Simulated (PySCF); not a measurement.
Compound: C8H12N2.
Cartesian coordinates in Å at the GFN2-xTB level; atoms count from 1:
```xyz
22
C8H12N2 angstrom
C     -1.4158    1.1586   -0.6921
C     -0.8199   -0.0319    0.0633
C     -1.3533   -1.3297   -0.5594
C     -1.2455    0.0534    1.5359
C      0.6926   -0.0455   -0.0053
C      1.4568    0.9012   -0.6683
C      2.8426    0.7545   -0.6421
N      3.4510   -0.2344   -0.0211
N      2.7459   -1.1300    0.6051
C      1.4333   -1.0577    0.6244
H     -1.1516    1.1245   -1.7469
H     -1.0740    2.1008   -0.2692
H     -2.5004    1.1313   -0.6169
H     -1.0096   -2.2023   -0.0103
H     -2.4408   -1.3260   -0.5483
H     -1.0195   -1.4216   -1.5912
H     -2.3299    0.0979    1.6058
H     -0.9028   -0.8118    2.0972
H     -0.8331    0.9476    1.9998
H      1.0193    1.7340   -1.1951
H      3.4919    1.4611   -1.1408
H      0.9524   -1.8546    1.1743
```

Computed at PBE0/pcSseg-1 (PySCF, non-relativistic), with Q(14N) = 0.02044 b: N8, 14N (I = 1): χzz = -6.213 MHz, η = 0.155; N9, 14N (I = 1): χzz = -6.340 MHz, η = 0.196.

**Question.** Find the zero-field quadrupole resonance frequencies of 14N at N8.

**Answer.** From ν± = (3/4)|χ|(1 ± η/3) and ν0 = |χ|η/2: ν+ 4.901 MHz, ν− 4.418 MHz, ν0 0.483 MHz (pyridine-type nitrogen).

**Question.** Find the zero-field quadrupole resonance frequencies of 14N at N9.

**Answer.** From ν± = (3/4)|χ|(1 ± η/3) and ν0 = |χ|η/2: ν+ 5.065 MHz, ν− 4.445 MHz, ν0 0.620 MHz (pyridine-type nitrogen).

In a crystal, neighbours and librations shift these lines. Isolated species at its GFN2-xTB geometry, gas phase. GFN2-xTB bond lengths can be off by several hundredths of an ångström, more for odd bonds, and the gradients follow them. A larger basis could move these couplings by a tenth or more.
